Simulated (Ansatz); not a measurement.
Reaction (atomization): `CC(=O)OC1=CC(=O)OC1=O` → 6 C• + 4 H• + 5 O•

Isolated molecules relaxed with PBE0-D4/def2-TZVP in Ansatz; ΔE leaves out vibrations. CCSD(T)/CBS adds triple-zeta CCSD(T) − MP2 to the extrapolated MP2 energy (def2 sets, frozen cores). This one scheme is used for every species, atoms too. No spin–orbit coupling; open shells (•) take unrestricted orbitals. Spin–orbit coupling would lower the free atoms: a little for C, O. One conformer a species, not always the lowest.

| species | CCSD/CBS(def2) energy (Eh) |
| --- | --- |
| `CC(=O)OC1=CC(=O)OC1=O` | -606.47769 |
| C• | -37.78991 |
| H• | -0.50000 |
| O• | -75.00346 |

Question: Work out ΔE.

Answer: ΔE = 6 × (-37.78991) + 5 × (-75.00346) + 4 × (-0.50000) − (-606.47769) = 2.72093 Eh = +7143.8 kJ/mol. CCSD(T)/CBS gives +7333.7 kJ/mol.

Question: What do rigid-rotor, harmonic-oscillator terms from PBE0-D4/def2-TZVP frequencies (298.15 K, 1 bar) make of the CCSD(T)/CBS value? (An estimate is asked.)

Answer: Ansatz gave: ΔZPE = -257.9 kJ/mol, ΔH = +7140.7 kJ/mol, ΔS = 1803 J/(mol·K), ΔG = +6603.0 kJ/mol. Open shells count their whole term as degenerate.

Largest T1 diagnostic among the species: 0.016.

From r2SCAN to r2SCAN0 (25 % exact exchange), in def2-TZVPP and without D4, ΔE moves by −244.0 kJ/mol: exact exchange takes away binding that semilocal exchange gives to molecules. At CCSD(T), def2-SVP lies −318.3 kJ/mol from the extrapolated value and def2-TZVPP −209.8 kJ/mol: correlation converges slowly with the basis, and small sets miss more of it in the bonded molecule than in its fragments. Leaving LDA and LC-ωPBE aside and taking each functional with its dispersion term where it has one, the values, not all of them listed here, spread over 822.4 kJ/mol, from BHLYP-D4 to PBE-D4. LDA lies +1131.7 kJ/mol from PBE without D4, its usual overbinding.

For atomizations the MP2-based limit and the directly extrapolated one differ by several kJ/mol either way, and by 10 to 25 for some Ge, Se and Sn compounds, so smaller differences from it don't rank the levels.
